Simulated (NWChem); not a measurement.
SiH2SOF2; SMILES O[Si](F)(F)S

```xyz
7

O      1.6359    -0.7518     0.1074
Si     0.0565    -0.3385     0.0554
F     -0.7954    -0.9953     1.2481
F     -0.5818    -0.9544    -1.2899
S     -0.1375     1.7471     0.2104
H      1.8834    -1.6182    -0.2325
H      0.9697     1.9528    -0.5369
```
Atoms are numbered in this order, from 1.

Results from NWChem. Pople sets run with spherical d functions. All runs use the structure optimised with PBE0/def2-SVP. Vzz is the largest principal value of the second derivative of the potential at the nucleus (NWChem prints the opposite sign); η is the asymmetry. Non-relativistic.

```
level               Vzz O1 (a.u.)  η O1  Vzz S5 (a.u.)  η S5  relative time
------------------  -------------  ----  -------------  ----  -------------
B3LYP/6-31G*                1.382  0.53         -2.082  0.68              1
B3LYP/def2-SVP              1.437  0.51         -2.058  0.72              1
CAM-B3LYP/def2-SVP          1.427  0.52         -2.078  0.73              3
CAM-B3LYP/cc-pVTZ           1.395  0.51         -2.014  0.73             30
```

Relative times are rough (shared machine, one core).
